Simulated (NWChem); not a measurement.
Species: I cation, triplet

All runs: NWChem. Spin-unrestricted. The open p shell is one determinant without spherical averaging. No stability test was run on the SCF state. def2 effective core potentials on I; no spin-orbit coupling.

Question: Predict the results for B3LYP/def2-SVP. Quantities: highest occupied level (eV); lowest empty minus highest occupied level, either spin (eV); <S²>.

Answer: 
```
Quantity                                                     Result
-----------------------------------------------------------  ------
highest occupied level (eV)                                  -15.50
lowest empty minus highest occupied level, either spin (eV)    1.69
<S²>                                                           2.00
```
